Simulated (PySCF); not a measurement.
## How methods differ on the excitation energy of V

V [Ar] 3d3 4s2 (4F) → V [Ar] 3d5 (6S), as a difference of total energies. All numbers are calculated (PySCF 2.14, the non-relativistic Hamiltonian (point nucleus), in def2-TZVPPD). Correlated levels: valence: [Ar] frozen; valence and next inner shell: [Ne] frozen. The calculations carry no spin-orbit coupling.

```
                                method  excitation energy (eV)
                                   UHF                   3.481
                                   LDA                   0.705
                                   PBE                   0.963
                                  PBE0                   1.507
                                r2SCAN                   1.391
                               r2SCAN0                   1.846
                               r2SCANh                   1.575
                                 HSE06                   1.526
                                  TPSS                   1.247
                         MP2 (valence)                   2.449
                     SCS-MP2 (valence)                   3.879
    MP2 (valence and next inner shell)                   1.504
SCS-MP2 (valence and next inner shell)                   2.975
```

Q: How much does correlation contribute at MP2 (valence and next inner shell)?

A: 1.504 − (3.481) = -1.977 eV, measured against UHF.

A first-order spin-orbit estimate (lowest level to lowest level, LS coupling) adds 0.043 eV.
